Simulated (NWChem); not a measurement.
Molecule: BaBr2; SMILES [Br][Ba][Br]

This build's default masses of Se (78.918 u) and Br (79.917 u) are each other's, which moves their modes by up to 0.6 %. def2 effective core potentials on Ba; no spin-orbit coupling.

Question: Give the equilibrium geometry at PBE0/def2-SVP with def2 effective core potentials on Ba (NWChem) as a Z-matrix, with the point group.

Answer: point group C2v; any orientation.
```
Ba
Br 1 2.9342
Br 1 2.9342 2 134.36
```
